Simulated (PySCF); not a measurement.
B(Me)(OH)(SeH) (CH₅BOSe), SMILES CB(O)[SeH].

Coordinates come from a B3LYP-D3(BJ)/def2-SVP optimisation. The structure was generated by enumeration, and PubChem lists no compound with its InChIKey, so it may never have been made. The values are those of a single conformer.

The numbers are results of TDA-PBE/def2-SVPD (PySCF 2.14.0), not measurements.

Vertical excitations. Gas-phase values at a fixed geometry. State labels are in the subgroup Cs.

| state | symmetry | energy (eV) | λ (nm) | f | main pairs |
|---|---|---|---|---|---|
| S1 | A" | 5.20 | 238 | 0.016 | HOMO→LUMO+1 98 % |
| S2 | A" | 5.65 | 219 | 0.003 | HOMO→LUMO+2 97 % |
| S3 | A' | 5.78 | 215 | 0.163 | HOMO→LUMO 88 % |
| S4 | A" | 6.34 | 196 | 0.032 | HOMO→LUMO+3 99 % |
| S5 | A" | 6.56 | 189 | 0.001 | HOMO−1→LUMO 90 % |
| S6 | A' | 6.59 | 188 | 0.108 | HOMO−1→LUMO+1 98 % |
| S7 | A" | 6.60 | 188 | 0.009 | HOMO→LUMO+4 91 % |
| S8 | A' | 7.06 | 176 | 0.013 | HOMO−1→LUMO+2 69 %, HOMO→LUMO+5 26 % |
| S9 | A" | 7.09 | 175 | 0.000 | HOMO→LUMO+6 96 % |
| S10 | A' | 7.23 | 171 | 0.007 | HOMO→LUMO+5 66 %, HOMO−1→LUMO+2 22 % |
| T1 | A' | 4.69 | 265 | 0 | HOMO→LUMO 99 % |
| T2 | A" | 5.04 | 246 | 0 | HOMO→LUMO+1 91 % |
| T3 | A" | 5.31 | 234 | 0 | HOMO→LUMO+2 89 % |
| T4 | A" | 6.03 | 206 | 0 | HOMO−1→LUMO 76 %, HOMO→LUMO+3 22 % |
Triplets are in the Tamm–Dancoff approximation.
